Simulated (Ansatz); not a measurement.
Geometry optimisation, Ansatz 0.2.0, RKS PBE0/def2-SVPD.

The input (input.yaml):

```yaml
crystal:
  periodic: [false, false, false]
  atoms:
    - { symbol: Cl, position_ang: [1.1972, -1.8974, -1.5423] }
    - { symbol: Si, position_ang: [0.1333, -0.9148, 0.0185] }
    - { symbol: C, position_ang: [0.2932, 0.9402, -0.1509] }
    - { symbol: Zn, position_ang: [-0.0119, 0.3636, 2.2521] }
    - { symbol: H, position_ang: [-1.2876, -1.2712, -0.0528] }
    - { symbol: H, position_ang: [0.97007, 1.20751, -0.96812] }
    - { symbol: H, position_ang: [0.59854, 1.38237, 0.79403] }
basis:
  gaussian: { orbitals: def2-SVPD }
hamiltonian:
  xc: pbe0
relax:
  f_tol: 0.015
  max_steps: 40
```

Command:

```bash
$ ansatz run input.yaml --threads 2 --pin off --max-ram 3072MiB --backend cpu --events-out ev --progress --plain --runs-dir out
```

Question: Where does it end, and by what steps?

Answer: The run converged. After 18 steps the energy has fallen by 1.517 eV; Zn4 moved furthest, 1.56 Å. Parted: Zn4–H7.

```csv
step,energy less start (eV),largest force component (eV/Å),accepted
0,0.0000,2.372,yes
1,-0.5726,1.463,yes
2,-0.7644,0.530,yes
3,-0.8596,0.985,yes
4,-0.9588,1.210,yes
5,-1.1017,0.894,yes
6,-1.2259,0.599,yes
7,-1.3116,0.366,yes
8,-1.3539,0.219,yes
9,-1.3760,0.112,yes
10,-1.4105,0.221,yes
11,-1.4507,0.375,yes
12,-1.5001,0.399,yes
13,-1.5040,0.406,yes
14,-1.5140,0.091,yes
15,-1.4807,0.188,no
16,-1.5166,0.054,yes
17,-1.5174,0.029,yes
18,-1.5174,0.014,yes
```

```xyz
7
Properties=species:S:1:pos:R:3
Cl 1.056 -2.144 -0.694
Si -0.042 -0.482 -0.109
C 0.518 1.101 -0.456
Zn 0.417 -1.109 2.558
H -1.476 -0.842 -0.013
H 1.559 1.337 -0.686
H -0.140 1.949 -0.250
```

The run took 87 s on 2 threads of Arm Neoverse V2, with other jobs on the host, peak memory 0.33 GiB.
